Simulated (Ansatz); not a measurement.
An input meant for P₃Se₇ (charge 0, doublet; atoms displaced at random, 0.03 Å in each coordinate).

```yaml
crystal:
  periodic: [false, false, false]
  atoms:
    - {symbol: P, position_ang: [1.201664, -2.196090, -0.175920]}
    - {symbol: P, position_ang: [0.548604, 0.919728, -1.296338]}
    - {symbol: P, position_ang: [-1.405706, 0.915663, -0.364634]}
    - {symbol: Se, position_ang: [1.777647, 1.316824, 0.461756]}
    - {symbol: Se, position_ang: [-2.972684, 1.877180, -1.470057]}
    - {symbol: Se, position_ang: [-0.783770, 2.301742, 1.315101]}
    - {symbol: Se, position_ang: [-0.195059, -1.782830, 1.686963]}
    - {symbol: Se, position_ang: [-2.122289, -0.989984, 0.500227]}
    - {symbol: Se, position_ang: [3.027955, -1.062305, 0.645801]}
    - {symbol: Se, position_ang: [0.686770, -1.415251, -1.900741]}
basis:
  gaussian: {orbitals: def2-mTZVPP}
magnetization: {spin_polarized: true, initial_magnetization: 1}
hamiltonian: {xc: {name: revPBE}}
scf: {omitted_lower_state_checks: [starts]}
relax: {f_tol: 0.0001, max_steps: 3}
output: {forces: true}
```

```sh
$ ansatz run in.yaml --threads 6 --pin off --events-out ev --progress --plain --max-ram 7833MiB
```

It prints (some lines left out):

```
Functional definition: revPBE
3331 factors; their error is unknown
mean field evaluation 1: about -485272.0324 eV, gradient 2.4e1 eV
mean field evaluation 2: about -485211.4683 eV, gradient 8.0e1 eV
mean field evaluation 4: about -485271.9613 eV, gradient 1.8e1 eV
mean field evaluation 8: about -485274.1696 eV, gradient 4.8e-3 eV
mean field -485274.16961259 eV, -17833.4968026167 hartree, gradient 2.7e-5 eV, S^2 0.754756; 0 other end points of the search recorded, 0 dependent functions left out
reference -485274.16966968 eV, -17833.4968047147 hartree; 142, 141 occupied and 191, 192 virtual orbitals, 3331 factors
relax step   1: F+E_penalty+E_count = -485274.16961259 eV  Δ(F+E_penalty+E_count) = +0.000e0 eV  max|allowed force component| = 5.629e0 eV/Å  Δτ_max = 0.0000 Å  (54 SCF iters, accepted)
3331 factors; their error is unknown
mean field evaluation 16: about -485275.3782 eV, gradient 6.4e-4 eV
mean field -485275.37816004 eV, -17833.5412159163 hartree, gradient 2.6e-5 eV, S^2 0.754305; 0 other end points of the search recorded, 0 dependent functions left out
reference -485275.37821752 eV, -17833.5412180286 hartree; 142, 141 occupied and 191, 192 virtual orbitals, 3331 factors
relax step   2: F+E_penalty+E_count = -485275.37816004 eV  Δ(F+E_penalty+E_count) = -1.209e0 eV  max|allowed force component| = 8.262e-1 eV/Å  Δτ_max = 0.1944 Å  (48 SCF iters, accepted)
3331 factors; their error is unknown
mean field -485275.55071520 eV, -17833.5475572014 hartree, gradient 2.0e-5 eV, S^2 0.753324; 0 other end points of the search recorded, 0 dependent functions left out
reference -485275.55077244 eV, -17833.5475593048 hartree; 142, 141 occupied and 191, 192 virtual orbitals, 3331 factors
relax step   3: F+E_penalty+E_count = -485275.55071520 eV  Δ(F+E_penalty+E_count) = -1.726e-1 eV  max|allowed force component| = 5.152e-1 eV/Å  Δτ_max = 0.2000 Å  (50 SCF iters, accepted)
Error: geometry relaxation did not converge after 3 steps: max|allowed force component| = 5.15e-1 eV/Å (threshold 1.0e-4). Raise `relax.max_steps` over both its present limit and 3, loosen `relax.f_tol`, or start from a geometry closer to equilibrium. Where this run's directory can be resumed (`checkpoint.write`), a resume goes on for up to `relax.max_steps` more
```

(1) What is wrong with this run?

Results:

(1) The relaxation is allowed too few steps for its threshold. The SCF steps converged, but the relaxation ran out of steps.
